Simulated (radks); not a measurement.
The mean radii <r> (bohr) of the occupied orbitals of an atom or ion are listed with their occupations. Calculated with a radial shooting solver on a logarithmic mesh with Libxc functionals: non-relativistic Kohn-Sham, PBE, spin-unpolarised, spherical densities, point nucleus.

orbital  occ.     <r>
1s          1  0.3055

Name the element and its charge.

Answer. Z = 5, boron, charge +4: B4+ in 1s1. The 1s radius gives Z: for a bare nucleus <r> = 1.5/Z, 0.3 bohr for Z = 5, and the self-interaction of the functional makes it slightly larger (0.3055 here). The occupations add up to 1, and the charge is Z minus that.
